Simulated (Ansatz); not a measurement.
Results of the Gaussian-basis code of Ansatz.

C2H8BNS (`CN(C)BS`) at its PBE0-D4/def2-TZVP geometry, where that method's forces vanish. Charge 0, multiplicity 1.

```
atom    x (Å)    y (Å)    z (Å)
  C1  -0.9952   0.5831   0.5725
  N2   0.1789   0.0212  -0.0453
  C3   1.3348   0.8813   0.0802
  B4   0.2675  -1.2064  -0.6989
  S5  -1.0270  -2.4464  -0.9628
  H6  -1.8600  -0.0632   0.4391
  H7  -0.8397   0.7278   1.6481
  H8  -1.2322   1.5601   0.1356
  H9   2.1959   0.4197  -0.3994
 H10   1.5754   1.0617   1.1348
 H11   1.1503   1.8546  -0.3901
 H12   1.3201  -1.5296  -1.1653
 H13  -2.0688  -1.8638  -0.3486
```

(1) For each bond, give half the difference of the two atoms' forces along it (eV/Å; positive pushes the atoms apart) under PBE-D4, r2SCAN-D4, B3LYP-D4, ωB97M-V in def2-TZVPP. (Best estimate.)

## Answers

(1) The calculation gave: 
| bond | length (Å) | PBE-D4 | r2SCAN-D4 | B3LYP-D4 | ωB97M-V |
| --- | --- | --- | --- | --- | --- |
| C1–N2 | 1.441 | 0.05 | 0.15 | 0.23 | 0.24 |
| C1–H6 | 1.088 | 0.10 | -0.05 | -0.12 | -0.11 |
| C1–H7 | 1.096 | 0.10 | -0.04 | -0.07 | -0.10 |
| C1–H8 | 1.096 | 0.10 | -0.05 | -0.07 | -0.10 |
| N2–C3 | 1.446 | 0.06 | 0.17 | 0.22 | 0.22 |
| N2–B4 | 1.394 | 0.15 | 0.03 | -0.07 | -0.10 |
| C3–H9 | 1.088 | 0.08 | -0.06 | -0.11 | -0.09 |
| C3–H10 | 1.097 | 0.09 | -0.05 | -0.08 | -0.10 |
| C3–H11 | 1.097 | 0.09 | -0.05 | -0.08 | -0.11 |
| B4–S5 | 1.812 | -0.04 | 0.01 | 0.13 | 0.13 |
| B4–H12 | 1.196 | 0.01 | -0.09 | -0.18 | -0.16 |
| S5–H13 | 1.342 | 0.28 | 0.01 | -0.02 | -0.13 |

B3LYP here is the variant with VWN-RPA as its local correlation; programs differ in this.
